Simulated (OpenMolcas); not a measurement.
What dynamic correlation does to the levels of S2+

```yaml
Program: OpenMolcas
Basis: ANO-RCC [8s7p5d4f2g]
Scalar_Hamiltonian: DKH2, point nucleus
Active_space: 2 electrons in 9 orbitals (RAS2 3p; RAS3 3d 4s, at most 1 electron)
State_averaging: 2S+1 = 3 even, 3 roots; 2S+1 = 1 even, 6 roots; 2S+1 = 3 odd, 18 roots; 2S+1 = 1 odd, 18 roots
Spin-orbit_coupling: RASSI with atomic mean-field integrals over the reference wave functions, term energies averaged over their components
```

Methods on the same reference wave functions:
A. RASSCF
B. SS-RASPT2, IPEA 0.25 Eh, imaginary shift 0.1 Eh (closed shells correlated: 2s 2p 3s)
C. MS-RASPT2, IPEA 0.25 Eh, imaginary shift 0.1 Eh (closed shells correlated: 2s 2p 3s)

Energies in cm-1 above 3s2 3p2 3P0, the measured ground level; measured values from NIST levels in Podobedova, Kelleher and Wiese, J. Phys. Chem. Ref. Data 38, 171 (2009).

```csv
Level,A,B,C,Measured
3s2 3p2 3P0,0.0,0.0,0.0,0.0
3s2 3p2 3P1,268,270,270,299
3s2 3p2 3P2,767,765,765,833
3s2 3p2 1D2,14275,11070,11070,11323
3s2 3p2 1S0,34666,32050,32050,27161
3s2 3p 3d 3F* 2,121431,120870,120870,122118
3s2 3p 3d 3F* 3,121713,121130,121130,122404
3s2 3p 3d 3F* 4,122085,121500,121500,122799
3s2 3p 3d 1D* 2,127889,114390,114390,
3s2 3p 3d 3P* 2,138387,128950,128660,
3s2 3p 3d 3P* 1,138601,129170,128920,
3s2 3p 3d 3P* 0,138723,129370,129120,
3s2 3p 3d 3D* 1,141519,129800,129780,
3s2 3p 3d 3D* 2,141633,129920,129890,
3s2 3p 3d 3D* 3,141747,129960,129960,
3s2 3p 4s 3P* 0,144885,143450,143700,146697
3s2 3p 4s 3P* 1,145083,143650,143910,146738
3s2 3p 4s 3P* 2,145619,144190,144500,147147
3s2 3p 4s 1P* 1,148347,146680,146480,148399
3s2 3p 3d 1P* 1,160755,148530,148740,
3s2 3p 3d 1F* 3,163698,154900,154900,157610
```

Deviations, from unrounded energies. A percentage is the sum of absolute deviations over the sum of measured energies, with the sign that they share, or ± where signs differ.

| Against measurement | Levels | A | B | C |
| --- | --- | --- | --- | --- |
| mean absolute deviation (cm-1) | 12 | 2000 | 1900 | 1800 |
| fine structure of the ground term (%) | 2 | -8.5 | -8.6 | -8.6 |
| other terms of the ground configuration (%) | 2 | +27.2 | ±13.4 | ±13.4 |
| other configurations (%) | 8 | ±1.2 | -1.6 | -1.5 |

B, C lie about equally close to measurement and A furthest from it. The largest miss of C in the table is 3s2 3p2 1S0, by +4900 cm-1. The ranking rests on the paired levels alone, and a cruder setting can come out closer through cancelling errors.

Between B and C the level of the table that moves most is 3s2 3p 4s 3P* 2, by 310 cm-1 (lowest in B, highest in C). Moves below CASPT2's spread within the term are not significant.

The mean deviations of B to C differ by less than CASPT2's widest spread within a term (250 cm-1), so their order carries little weight.

From A to B the spin-free energies of the other terms of 3s2 3p2 shown, above 3P, scale by factors of 0.77 to 0.92.

The lowest spin-free term lies below A's lowest term by 0.237 hartree in B, 0.237 hartree in C.

Term energies are means over components that CASPT2 splits; among the terms shown or strongly mixed into the levels shown the widest spread is 250 cm-1 (3s2 3p 3d 1F*, C). Over all roots computed the reference weight is 0.86 to 0.96 in B, 0.86 to 0.96 in C; the roots of lowest weight are the least certain, and an intruder state may touch them. ANO sets are built for valence states and can reach diffuse excited orbitals poorly, and with the s shell closed the s pⁿ⁺¹ terms that mix with these levels are absent. With the s shell closed, the reference lacks s² → p² mixing. Some terms miss by over 15 % even with CASPT2, which points to a basis or an active space too small for the shells correlated (holds for B; C). Measured partners are found by configuration, term and J. A level has none where our copy of the source lacks it or the pairing is in doubt (some pairs that miss far off the trend of their configuration count as doubtful), and it then counts in no deviation. Only configurations of the active space appear.

* marks odd parity.
